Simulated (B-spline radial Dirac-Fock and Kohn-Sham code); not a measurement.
## Energy-loss ionisation edge M4 of Ir

System: neutral iridium, 1s2 2s2 2p6 3s2 3p6 3d10 4s2 4p6 4d10 4f14 5s2 5p6 5d7 6s2. Model: the first Born approximation with generalised oscillator strengths from a Dirac-Hartree-Slater potential (longitudinal and transverse terms; continuum final states only, so no white lines or fine structure). Program: a radial B-spline solver. The edge is taken at 2116.0 eV (tabulated value).

Partial cross sections σ(β, Δ) in barn, integrated over a window Δ above the edge and up to the collection semi-angle β, for parallel illumination:

| E₀ (kV) | β (mrad) | Δ = 25 eV | Δ = 50 eV | Δ = 100 eV | Δ = 200 eV | Δ = 300 eV |
| --- | --- | --- | --- | --- | --- | --- |
| 60 | 5 | 0.677 | 2.94 | 8.27 | 17.7 | 25.2 |
| 60 | 10 | 2.48 | 10.8 | 30.4 | 65.1 | 93.1 |
| 60 | 20 | 7.57 | 32.9 | 93.1 | 201 | 290 |
| 60 | 50 | 20.6 | 88.6 | 251 | 551 | 805 |
| 80 | 5 | 0.911 | 3.97 | 11.2 | 23.9 | 34.1 |
| 80 | 10 | 3.17 | 13.9 | 39.0 | 84.0 | 120 |
| 100 | 5 | 1.14 | 4.99 | 14.0 | 30.1 | 43.0 |
| 120 | 10 | 4.30 | 18.8 | 53.2 | 115 | 165 |
| 200 | 20 | 10.7 | 46.9 | 134 | 293 | 429 |
| 200 | 50 | ? | ? | ? | ? | ? |
| 200 | 100 | 20.2 | 82.7 | 233 | 517 | 766 |
| 300 | 10 | 7.03 | 30.9 | 88.0 | 193 | 280 |
| 300 | 20 | 11.2 | 49.0 | 140 | 308 | 452 |
| 300 | 100 | 17.7 | 72.6 | 205 | 454 | 673 |

Task: Give the row for 200 kV and 50 mrad.

Result: 17.2 b for 25 eV, 73.0 b for 50 eV, 207 b for 100 eV, 459 b for 200 eV, 678 b for 300 eV.

Values without a named source are computed, but for edge energies of neutral atoms, which are taken from tables.
